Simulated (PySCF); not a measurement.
SnI₂, SMILES [Sn]([I])[I] (connectivity only; charge and spin as stated), neutral, multiplicity 1. Atoms are numbered in the order given.

```xyz
3

Sn     0.0000     0.0000     1.1862
I      0.0000     2.0404    -0.5595
I      0.0000    -2.0404    -0.5595
```
Charge 0, spin multiplicity 1.

The structure is a stationary point at ωB97X-D3(BJ)/def2-SVP. The isomer is the one that the SMILES or the coordinates give; other isomers of the formula were not compared. The def2 effective core potentials stand for the cores of I, Sn; spin–orbit coupling is left out.

Level of theory: ωB97X-D3(BJ)/def2-SVP run with PySCF 2.14.0.

Frequencies are harmonic and unscaled.

Give all harmonic wavenumbers and intensities. (Estimate from the structure and the level; the computed values follow.)


```csv
mode,ν (cm⁻¹),IR (km/mol),moving atoms (share of kinetic energy)
1,65,0.4,"I 82 %, Sn 18 %"
2,218,55.3,"Sn 55 %, I 45 %"
3,220,20.4,"Sn 50 %, I 50 %"
```
